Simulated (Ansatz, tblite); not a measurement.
Spin states of Te2Pb⁺ (the lowest doublet isomer of a short search), each relaxed with PBE0-D4/def2-SVP in Ansatz. Electronic energies in the gas phase.

In the def2 sets Pb, Te take a core potential; there is no spin–orbit coupling. The xTB rows come from tblite. LC-ωPBE has ω = 0.4 bohr⁻¹. Correlated methods freeze 12 core orbitals; core or outer-core shells of Pb, Te are correlated, in sets that lack core-valence functions. The rows differ in basis, and correlated rows in double-zeta sets carry the largest basis error. In CCSD on the charge 1 quartet the largest single amplitude is 0.29, so its Hartree–Fock determinant may place the open shell otherwise than the density functionals do. The structure comes from a short search, and lower isomers may exist.

Doublet geometry (C2v within 0.1 Å):

```csv
atom,x (Å),y (Å),z (Å)
Pb1,-1.359,-0.843,-0.655
Te2,0.096,1.595,0.028
Te3,1.263,-0.752,0.627
```

Quartet geometry (C2v within 0.1 Å):

Cartesian coordinates in Å:
```
Pb -1.1922 -1.6050 -0.3451
Te -0.4408 1.5067 0.4794
Te 1.6330 0.0983 -0.1343
```

⟨S²⟩: doublet 0.77 at PBE0-D4/def2-TZVP (pure 0.75), quartet 3.76 at PBE0-D4/def2-TZVP (pure 3.75).

Only these spin states were relaxed.

| level | quartet − doublet (kcal/mol) | lowest of these | remarks |
| --- | --- | --- | --- |
| GFN1-xTB | 70.3 | doublet | – |
| GFN2-xTB | 62.9 | doublet | – |
| HF/def2-SVP | 27.3 | doublet | – |
| HF/def2-TZVP | 27.5 | doublet | spin-contaminated (⟨S²⟩ 0.83) (doublet) |
| PBE-D4/def2-TZVP | 44.5 | doublet | – |
| revPBE-D4/def2-TZVP | 42.7 | doublet | – |
| r2SCAN-D4/def2-TZVP | 42.5 | doublet | – |
| PBE0-D4/def2-TZVP | 43.6 | doublet | – |
| r2SCAN0-D4/def2-TZVP | 41.6 | doublet | – |
| LC-ωPBE/def2-TZVP | 40.7 | doublet | – |
| ωB97M-V/def2-TZVP | 42.0 | doublet | – |
| PBE-QIDH/def2-TZVP | 44.5 | doublet | – |
| RPA@PBE/def2-TZVP | 40.7 | doublet | – |
| MP2/def2-SVP | 46.8 | doublet | – |
| MP2/def2-TZVP | 50.8 | doublet | spin-contaminated (⟨S²⟩ 0.83) (doublet) |
| CCSD/def2-SVP | 38.9 | doublet | – |
| CCSD(T)/def2-SVP | 40.5 | doublet | – |

Change of the quartet − doublet gap on mixing in exact exchange, in kcal/mol: PBE to PBE0 (25 % exact exchange) -0.9; r2SCAN to r2SCAN0 (25 % exact exchange) -0.9.

The xTB methods have no term that favours high spin, so they put low spin too low.
